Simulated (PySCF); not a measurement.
Structure problem from calculated spectra and properties.

Elements present: C, F, H and S. Monoisotopic mass: 151.9908 u.

* Triplet: lowest triplet excitation (Tamm–Dancoff): 3.84 eV [TDA CAM-B3LYP/def2-SVPD]
* Dipole: 2.48 D [CAM-B3LYP/def2-SVPD]
* UV, strongest line: among the 10 lowest singlet transitions: S8 at 7.56 eV (164 nm, f = 0.334) [TDDFT CAM-B3LYP/def2-SVPD]
* 1H NMR: chemical shifts (computed TMS as zero) by class: 7.58 (1 H), 7.39 (1 H), 7.27 (1 H) ppm [GIAO PBE0/pcSseg-1]
* UV, first state: lowest singlet excitation: 5.86 eV (212 nm, f = 0.075) [TDDFT CAM-B3LYP/def2-SVPD]
* Rotational structure: rotational constants A, B, C: 3.182, 0.896, 0.795 GHz [PBE0-D3(BJ)/def2-SVP]
* 13C NMR: chemical shifts (computed TMS as zero) by class: 138.3 (1 C), 135.4 (1 C), 134.1 (1 C), 130.4 (1 C), 127.0 (1 C) ppm [GIAO PBE0/pcSseg-1]

The electronic properties come from PySCF, for the isolated species, density fitting. Levels stand in brackets. Geometry: PBE0-D3(BJ)/def2-SVP; no solvent, vibrations or thermal averaging. Each NMR value is the plain mean over a class of atoms that symmetry, rotation or inversion makes alike.

Question: Which formula fits the mass and the elements?

Answer: C5H3F3S (calculated 151.9908). No other formula that holds each of these elements comes within 0.0003 u with a fitting electron parity and a possible valence count.

Question: Give a SMILES that accounts for the data.

Answer: Numbering: `[F:1][C:2]([F:3])([F:4])[c:5]1[cH:6][cH:7][s:8][cH:9]1`. Its formula, C5H3F3S, gives 3 degrees of unsaturation: 1 ring and 2 π bonds in the structure found (Kekulé form). 5 carbons fall into 5 classes; from least to most shielded: substituted aromatic carbon [C5] (138.3 ppm), aromatic CH next to a ring sulfur [C7] (135.4 ppm), aromatic CH next to a ring sulfur [C9] (134.1 ppm), aromatic CH carbon [C6] (130.4 ppm), CF3 carbon [C2] (127.0 ppm). Hydrogen classes from least to most shielded: 1 H on an aromatic CH next to a ring sulfur, C9 (7.58 ppm), 1 H on an aromatic CH carbon, C6 (7.39 ppm), 1 H on an aromatic CH next to a ring sulfur, C7 (7.27 ppm). By its constants the optimised geometry is an asymmetric top. Structure: `FC(F)(F)c1ccsc1`. Computed isomers that give other values at the same levels: `C#C/C=C/SC(F)(F)F` (rotational constant A: 3.554 GHz; this holds for the one conformer computed); `FC(F)(F)c1cccs1` (rotational constant A: 2.788 GHz; this holds for the one conformer computed). The assignments are read from this structure; whether some other isomer fits the data as well wasn't checked.

Conformer computed: `[F:1][C:2]([F:3])([F:4])[c:5]1[cH:6][cH:7][s:8][cH:9]1`: F1–C2–C5–C6 54°.
